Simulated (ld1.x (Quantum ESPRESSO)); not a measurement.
# Configuration tests for Li (Z = 3) (PAW)

ld1.x (Quantum ESPRESSO) 7.5 input, shortened:

```
&input
   title='Li', zed=3., rel=1, dft='PBESOL', iswitch=3,
   config='[He] 2s1 2p0 3d-2'
 /
 &inputp
   pseudotype=3, lpaw=.true., tm=.true., lloc=-1, rcloc=1.50,
   nlcc=.false.,
   which_augfun='BESSEL', rmatch_augfun=0.75
 /
6
1S  1  0   2.00   0.00  1.05  1.10  0.0
2S  2  0   1.00   0.00  1.05  1.10  0.0
2P  2  1   0.00   0.00  3.95  4.30  0.0
2P  2  1   0.00   0.35  3.95  4.30  0.0
3D  3  2  -2.00  -0.10  3.50  4.25  0.0
3D  3  2  -2.00   1.70  3.50  4.25  0.0
 &test
   configts(1)='1s2 2s1 2p0'
 /
```

Energies are relative to the spin-unpolarised reference configuration 1s2 2s1 2p0; without spin polarisation the order of configurations can differ from experiment.

```tsv
valence configuration	charge	ΔE all-electron (eV)	error AE − PS (meV)
1s2 2s0.5 2p0	+0.5	2.013	0.0
1s2 2s0 2p1	0	1.761	+0.2
```

(1) What are ΔE and the potential's error for 1s1 2s1 2p0?

(2) What are ΔE and the potential's error for 1s2 2s0 2p0?

Results:

(1) ΔE = 67.777 eV all-electron; the error (AE − PS) is -42 meV.

(2) ΔE = 5.187 eV all-electron; the error (AE − PS) is 0.0 meV.
